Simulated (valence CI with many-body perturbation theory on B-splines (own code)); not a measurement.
Energy levels of Ir LVI

Calculated by valence CI with perturbative core correlation (CI+MBPT): four valence electrons over a frozen Dirac-Fock core [Ar], radial functions for each j: 7 s, 7 p, 8 d, 6 f, 4 g, 1 h, with the one-electron correlation potential Σ1, the two-electron term Σ2, the three-electron term Σ3, Breit, model QED; selected CI, second order for the rest, scaled by the run's own slope (own B-spline code, finite nucleus).

The last digits are not significant, and no measured levels were compared; by estimate large intervals hold to a few tenths of a per cent, small ones and those within an open d or f shell to about a per cent. The list stops below the first excitations out of the core. Only levels of the ground parity were solved; by the run's estimate the other parity begins above the list, which can be wrong where configurations are misplaced.

Levels 1 to 19 of 19, with energies above the lowest level, (3d3/2^4) J=0. "Leading %" is the weight of the configuration and term that name the level; weights of strongly mixed levels are sums over their largest components and can fall short, so below about 35 % the name and the second component can differ from the true leading terms, or belong to a minority configuration. In the jj column 3d3/2^4 stands for four electrons in 3d with j = 3/2. Lifetimes count E1, E2, E3, M1 and M2 decay at the calculated energies, and are blank where another channel may lead or the interval is too uncertain; long ones can be off by a factor of two.

```csv
No.,Configuration,Term,J,E (cm⁻¹),Leading %,Lifetime,g,Leading jj
1,3d4,3P,0,0,61,,,3d3/2^4 (99 %)
2,3d4,5D,1,635440,56,163 ns,1.489,3d3/2^3 3d5/2 (99 %)
3,3d4,3F,4,734990,28,,1.055,3d3/2^3 3d5/2 (99 %)
4,3d4,5D,2,765680,30,32.8 μs,1.184,3d3/2^3 3d5/2 (96 %)
5,3d4,3F,3,793460,31,,1.103,3d3/2^3 3d5/2 (97 %)
6,3d4,5D,0,1344200,67,69.2 ns,,3d3/2^2 3d5/2^2 (99 %)
7,3d4,5D,2,1346000,56,95.6 ns,1.294,3d3/2^2 3d5/2^2 (97 %)
8,3d4,3H,4,1367300,40,160 ns,1.135,3d3/2^2 3d5/2^2 (99 %)
9,3d4,5D,3,1385300,49,164 ns,1.180,3d3/2^2 3d5/2^2 (96 %)
10,3d4,3H,5,1414000,66,334 ns,1.077,3d3/2^2 3d5/2^2 (100 %)
11,3d4,1I,6,1437200,54,,1.063,3d3/2^2 3d5/2^2 (100 %)
12,3d4,3D,1,1462100,43,170 ns,1.052,3d3/2^2 3d5/2^2 (98 %)
13,3d4,3F,3,1484800,45,247 ns,1.053,3d3/2^2 3d5/2^2 (99 %)
14,3d4,3G,4,1489100,53,867 ns,1.026,3d3/2^2 3d5/2^2 (99 %)
15,3d4,3F,2,1506600,33,551 ns,1.071,3d3/2^2 3d5/2^2 (98 %)
16,3d4,3F,2,1614800,53,139 ns,0.962,3d3/2^2 3d5/2^2 (98 %)
17,3d4,3F,4,1660300,65,505 ns,1.173,3d3/2^2 3d5/2^2 (98 %)
18,3d4,1D,2,1771100,46,2.38 μs,1.110,3d3/2^2 3d5/2^2 (96 %)
19,3d4,3P,0,1913000,52,465 ns,,3d3/2^2 3d5/2^2 (90 %)
```

The ionisation energy to 3d3 4F_3/2 of the next ion comes out as 5466.7 eV (NIST: 5466 ± 5 eV (theoretical)). All 19 levels together are meant to be complete up to 2049100 cm⁻¹.
